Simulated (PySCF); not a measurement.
**PbBr2 at several levels of theory**

Computed with PySCF 2.14.0 (density fitting, no spin-orbit coupling) at the geometry relaxed with PBE0:

```xyz
3
PbBr2 (singlet)
Pb    0.0000    0.0000   -0.8575
Br    2.0210    0.0000    0.8241
Br   -2.0210    0.0000    0.8241
```

| level | basis | state | HOMO (eV) | gap (eV) | charge on Pb1 (e) | dipole about the centre of mass (D) | largest force component (eV/Å) |
| --- | --- | --- | --- | --- | --- | --- | --- |
| PBE0 | Pb def2-SVP with ECP60, Br def2-SVP | singlet | -7.70 | 4.51 | 0.70 | 4.33 | 0.02 |
| PBE0 | Pb def2-TZVP with ECP60, Br def2-TZVP | singlet | -7.84 | 4.57 | 0.79 | 4.38 | 0.29 |

Charges are Mulliken's, which hang on the basis. The relaxation used the grid (50, 194), these runs (75, 302) or, all-electron (x2c bases, spin-free X2C Hamiltonian), (99, 590).

Problem. A further run in the first row's basis gives HOMO (eV) -6.47, gap (eV) 2.80, charge on Pb1 (e) 0.63, dipole about the centre of mass (D) 3.94, largest force component (eV/Å) 0.43. Which level was it?
A. revPBE
B. HF

Solution. A. The others give HOMO -10.00 eV (HF).

In the first row's basis the gap widens with exact exchange: 2.8 eV for revPBE (none); 4.5 eV for PBE0 (a fixed share); 9.4 eV for Hartree–Fock (rising or full at long range).
